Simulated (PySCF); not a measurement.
Input of a run (PBE0-D3(BJ)/def2-SVP geometry optimisation, gas phase, def2 core potentials past Kr (PySCF 2.14.0)), started from a GFN2-xTB structure with every atom displaced at random (by about 0.01 Å):
```
{"job": {"xc": "PBE0", "basis": "def2-SVP", "d3": "d3bj", "grid": 1, "maxiter": 30, "shake": 0.01, "kind": "geom"}, "charge": 0, "multiplicity": 1}
Si     1.680930     0.240340     0.278380
O      0.162030     0.224020    -0.344500
Sn    -1.718900    -0.261760    -0.223040
H      2.152090    -1.100500     0.502470
H      2.427470     0.939480    -0.768020
H      1.636580     1.007030     1.534730
H     -1.727140    -1.919620    -0.071540
H     -2.259500     0.321020    -1.660820
H     -2.295750     0.532840     1.145840
```

Output (energies in Eh, forces in Eh/bohr):
```
step   0  E = -582.26831386  max force = 0.026325
step   1  E = -582.27533691  max force = 0.012990
step   2  E = -582.27613184  max force = 0.002973
step   3  E = -582.27622823  max force = 0.001695
step   4  E = -582.27629866  max force = 0.001708
step   5  E = -582.27651257  max force = 0.001720
step   6  E = -582.27660362  max force = 0.001408
step   7  E = -582.27665244  max force = 0.000586
step   8  E = -582.27666296  max force = 0.000204
optimisation converged
```

Problem. Summarise the run.

Solution. The energy falls by 5.2 kcal/mol over 9 energy and gradient evaluations, the largest force component goes from 0.0263 to 2.0e-04 Eh/bohr, and the atoms move by 0.174 Å rms after alignment. Among the bonds, Si1–H4 and Sn3–H8 change most and about equally (+0.062 to +0.063 Å). Bonds longer at the end by more than 0.005 Å: 8 of 8; shorter: 0. Among the angles that change most is Si1–O2–Sn3, from 150.8° to 136.9°. The energy never rose by more than 1e-6 Eh on the way. The first step brought 84 % of the lowering.

Problem. What are the final bond lengths?

Solution. Si1–O2 1.648 Å, O2–Sn3 1.986 Å, Si1–H4 1.500 Å, Si1–H5 1.493 Å, Si1–H6 1.500 Å, Sn3–H7 1.712 Å, Sn3–H8 1.706 Å, Sn3–H9 1.712 Å. Numbering counts from 1 in the input's order; the species is `[SiH3][O][SnH3]`.

The run used 88 basis functions and 56 SCF cycles in all. On one thread, Intel Xeon Platinum 8488C (x86_64), no GPU, on a shared host, this took 25 s of wall time and 0.38 GiB of memory at its peak.

No PBE0-D3(BJ)/def2-SVP frequencies stand behind this structure, so it isn't proved a minimum.
